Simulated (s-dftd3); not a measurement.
Cl$_{2}$Zn, charge -1, doublet, at a GFN2-xTB geometry (such geometries of metal compounds can be far from the true shape) (a state made from the parent by changing its charge; the spin is typed, not shown lowest); D3(bjm) for b97d run with s-dftd3.

Here is a job for s-dftd3.
```
$ s-dftd3 mol.xyz --bjm b97d --json dftd3.json --noedisp --grad

# file mol.xyz
3

Zn     0.18525488     0.64949545     0.36136434
Cl     1.28436949    -0.23468644    -1.66930325
Cl    -1.61128986    -0.91148200     1.03160147
```

Question: Predict the main parts of the log of this s-dftd3 run.

Answer: 
```
-----------------------------------
 s i m p l e   D F T - D 3  v1.4.0
-----------------------------------

Rational (Becke-Johnson) damping: b97d-D3(BJ)
---------------------
  s6         1.0000
  s8         1.2070
  s9         0.0000
  a1         0.2402
  a2         3.8644
 alp        14.0000
--------------------

Dispersion energy:      -1.8221767065361E-02 Eh

Gradient norm:           5.4004129634626E-03 Eh/a0
--------------------------------------------------
     #    Z           dE/dx      dE/dy      dE/dz
--------------------------------------------------
     1   30 Zn    7.312E-04  2.564E-03  1.426E-03
     2   17 Cl    1.638E-03 -8.135E-04 -2.582E-03
     3   17 Cl   -2.369E-03 -1.750E-03  1.156E-03
--------------------------------------------------

Virial:
--------------------------------------------------
      component           x          y          z
--------------------------------------------------
          x       1.145E-02  4.252E-03 -9.286E-03
          y       4.252E-03  6.522E-03  9.053E-04
          z      -9.286E-03  9.053E-04  1.137E-02
--------------------------------------------------

[Info] JSON dump of results written to 'dftd3.json'
```
